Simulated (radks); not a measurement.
Spherical jellium clusters: N electrons in a uniform positive sphere of charge N and radius rs N^(1/3), rs = 3.8 bohr. Method: non-relativistic Kohn-Sham, PBE, spin-polarised, spherical densities; computed with a radial shooting solver with Libxc functionals. Levels are named by radial order and angular momentum (1s, 1p, 1d, 2s, ...), and open shells are averaged over m. Each electron was tried in the lowest free levels, single moves between levels near the top were tried too, and the lowest total energy was kept; such a search can miss a lower state. The series stops at N = 14: beyond it a trial failed or the search could not be trusted, so later rows were left out. Energies include the self-energy of the background; IP and EA are vertical (highest electron removed, lowest free level filled), at fixed background; spill-out counts the electrons outside the background radius R, and alpha is the static dipole polarisability from linear response (closed shells only). A dash means not computed or, for alpha, an open shell; in EA it means that no bound solution was reached, which is typical of self-interaction and does not show that the anion is unstable. Real open-shell clusters deform, which this model forbids.

N,open shells,2S,E/N (eV),E(N+1) + E(N-1) - 2E(N) (eV),IP (eV),spill-out (e)
1,"1s(up 1, down 0)",1,-1.348,-,-,0.38
2,none,0,-1.719,1.082,5.408,0.56
3,"1p(up 1, down 0)",1,-1.482,-0.713,3.934,0.86
4,"1p(up 2, down 0)",2,-1.541,-0.478,4.547,1.04
5,"1p(up 3, down 0)",3,-1.673,0.498,4.868,1.16
6,"1p(up 3, down 1)",2,-1.677,-0.489,4.231,1.31
7,"1p(up 3, down 2)",1,-1.750,-0.316,4.636,1.42
8,none,0,-1.845,1.296,4.869,1.52
9,"1d(up 1, down 0)",1,-1.774,-0.308,3.497,1.70
10,"1d(up 2, down 0)",2,-1.748,-0.254,3.788,1.84
11,"1d(up 3, down 0)",3,-1.750,-0.213,4.007,1.96
12,"1d(up 4, down 0)",4,-1.770,-0.181,4.180,2.07
13,"1d(up 5, down 0)",5,-1.800,0.492,4.318,2.16
14,"1d(up 5, down 0) 2s(up 1, down 0)",6,-1.791,-,3.784,2.40

All shells are closed at N = 2, 8 (there: 1s2 1p6); the second difference of the energy has clear peaks (12 % above both neighbours; the first and last values, which can be the largest, are not judged, and half-filled shells can peak too) at N = 5, 8.
